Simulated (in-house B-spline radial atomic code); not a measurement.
A run on an ion of nuclear charge 65 with 65.7 electrons that did not converge. Method: scalar-relativistic (X2C) PBEsol, spin-polarised, spherical fractional occupations, Fermi nucleus of rms radius 5.06 fm; computed with an all-electron radial atomic-structure program (B-spline basis).

Command:
```bash
python run_scf.py task.json out
```
Settings (nuclear radius in fm, mass in u):
```
Z                65
configuration    [Xe] 4f9.7 6s2
hamiltonian      x2c
method           pbesol
spin_polarised   True
nucleus          fermi
rms_radius       5.06
atomic_mass      158.92535
speed_of_light   137.035999084
```

First and last ten iterations of the last attempt (damped for 15 steps, keeping 80 % of the old Fock matrix, then DIIS):
```
 iter        energy (Eh)    residual
    1      -11659.581288    7.03e-01
    2      -11657.206883    1.35e+00
    3      -11680.673755    8.37e-01
    4      -11693.268556    5.01e-01
    5      -11699.469655    3.08e-01
    6      -11702.233891    1.96e-01
    7      -11703.351966    1.15e-01
    8      -11703.784540    7.52e-02
    9      -11703.966919    5.30e-02
   10      -11704.059024    3.87e-02
  111      -11703.748482    7.74e-02
  112      -11703.735944    7.89e-02
  113      -11661.381238    5.57e-01
  114      -11661.282816    5.57e-01
  115      -11661.333466    5.56e-01
  116      -11661.201797    5.57e-01
  117      -11660.995971    5.58e-01
  118      -11660.909987    5.60e-01
  119      -11660.901978    5.61e-01
  120      -11660.885214    5.61e-01
 not converged after 120 iterations
```

The smallest residual met was 2.7e-02; the threshold is about 6e-07. No energy from this run should be used. The likely cause: this method binds the added charge weakly or not at all at the basis-set limit, so charge moves back and forth between the atom and the box. Cost of the run: 3 s on 1 thread of x86-64 server CPU (shared host).
